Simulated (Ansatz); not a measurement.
GeEt3(NHMe) (C₇H₁₉GeN), 28 atoms. Hardware: 4 threads of Intel Xeon Platinum 8259CL on a shared host.

Correlated methods freeze 17 core orbitals; core or outer-core shells of Ge are correlated, in sets that lack core-valence functions.

Q: How many basis functions does each of these Ansatz runs have, and roughly what does it cost? PBE0-D4/def2-TZVP, charge 0 triplet at the geometry of the charge 0 singlet, energy; RPA@PBE/def2-SVP, charge 0 singlet, energy, from earlier orbitals; PBE0-D4/def2-SVP, charge 0 singlet, energy, from earlier orbitals; MP2/def2-SVP, charge 0 singlet, energy, from earlier orbitals; r2SCAN-D4/def2-TZVP, charge 0 triplet at the geometry of the charge 0 singlet, energy, from earlier orbitals; r2SCAN-D4/def2-SVP, charge 0 singlet, relaxation, 6 steps; PBE0-D4/def2-TZVP, charge 0 singlet, energy, from earlier orbitals; PBE-D4/def2-TZVP, charge 1 doublet at the geometry of the charge 0 singlet, energy, from earlier orbitals; PBE-D4/def2-TZVP, charge 1 doublet, energy, from earlier orbitals; PBE-D4/def2-TZVP, charge 0 triplet at the geometry of the charge 0 singlet, energy, from earlier orbitals; PBE-D4/def2-SVP, charge 0 singlet, energy, from earlier orbitals; PBE0-D4/def2-TZVP, charge 1 doublet at the geometry of the charge 0 singlet, energy.

A: Other jobs shared the machine, so times can vary by a factor of up to 3. A dash marks memory too small to be measured apart from the calling script's.

```tsv
run	functions	fitting or Cholesky vectors	wall time	peak host memory (GiB)
PBE-D4/def2-SVP, charge 0 singlet, energy, from earlier orbitals	239	2731	5 s	–
PBE0-D4/def2-SVP, charge 0 singlet, energy, from earlier orbitals	239	2770	10 s	1.3
MP2/def2-SVP, charge 0 singlet, energy, from earlier orbitals	239	2478	11 s	0.85
PBE-D4/def2-TZVP, charge 1 doublet, energy, from earlier orbitals	410	2609	14 s	1.1
PBE-D4/def2-TZVP, charge 1 doublet at the geometry of the charge 0 singlet, energy, from earlier orbitals	410	2609	17 s	1.2
RPA@PBE/def2-SVP, charge 0 singlet, energy, from earlier orbitals	239	2478	20 s	0.84
PBE-D4/def2-TZVP, charge 0 triplet at the geometry of the charge 0 singlet, energy, from earlier orbitals	410	2609	23 s	1.1
PBE0-D4/def2-TZVP, charge 0 singlet, energy, from earlier orbitals	410	2652	24 s	2
r2SCAN-D4/def2-TZVP, charge 0 triplet at the geometry of the charge 0 singlet, energy, from earlier orbitals	410	2609	37 s	1.2
r2SCAN-D4/def2-SVP, charge 0 singlet, relaxation, 6 steps	239	2731	42 s	–
PBE0-D4/def2-TZVP, charge 1 doublet at the geometry of the charge 0 singlet, energy	410	2652	53 s	2.6
PBE0-D4/def2-TZVP, charge 0 triplet at the geometry of the charge 0 singlet, energy	410	2652	80 s	2.6
```
